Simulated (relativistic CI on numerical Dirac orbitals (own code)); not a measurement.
Computed by Dirac-Coulomb-Breit CI, KLI orbitals optimised for each configuration, QED by a radiative potential, unscaled Slater integrals (own radial code, finite nucleus).

CI space (outside the closed core [Ne]): 3s, 3p, 3d, 4s, 4p, 4d, 4f, 5s, 5p, 5d, 5f, 5g, 6s, 6p, 6d, 7s, 7p. Levels of other configurations are missing.

At this charge energies of transitions that change n are usually good to better than 1 %, and those within a shell (Δn = 0) to a few per cent.

Outline of the computed level scheme of Ho LVII. Lowest level of each configuration: 3s 2S_1/2 at 0.00 eV; 3p 2P°_1/2 at 137.17 eV; 3d 2D_3/2 at 536.81 eV; 4s 2S_1/2 at 2555.75 eV; 4p 2P°_1/2 at 2612.49 eV; 4d 2D_3/2 at 2771.00 eV; 4f 2F°_5/2 at 2827.35 eV; 5s 2S_1/2 at 3693.46 eV; 5p 2P°_1/2 at 3721.97 eV.

Some strong electric-dipole decays among the lowest 15 levels: 4f 2F°_7/2 → 3d 2D_5/2 (1.5e+14 s⁻¹); 4f 2F°_5/2 → 3d 2D_3/2 (1.4e+14 s⁻¹); 4d 2D_5/2 → 3p 2P°_3/2 (7.4e+13 s⁻¹); 4d 2D_3/2 → 3p 2P°_1/2 (5.9e+13 s⁻¹); 4p 2P°_1/2 → 3s 2S_1/2 (3.7e+13 s⁻¹); 4s 2S_1/2 → 3p 2P°_3/2 (2.8e+13 s⁻¹); 4p 2P°_3/2 → 3s 2S_1/2 (2.5e+13 s⁻¹); 5p 2P°_1/2 → 3s 2S_1/2 (2.1e+13 s⁻¹).
